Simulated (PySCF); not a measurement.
InH2, SMILES [InH2], multiplicity 2. The structure is a stationary point at B3LYP-D3(BJ)/def2-TZVPD. The def2 effective core potentials stand for the cores of In; spin–orbit coupling is left out.

### Question
Give the equilibrium geometry at B3LYP-D3(BJ)/def2-TZVPD (PySCF confirms it by a frequency run) as a Z-matrix, and its point group. (The exact figures need the calculation; the answer reports its results.)

### Answer
point group C2v.
```
In
H 1 1.7731
H 1 1.7731 2 120.03
```
Charge 0, spin multiplicity 2.
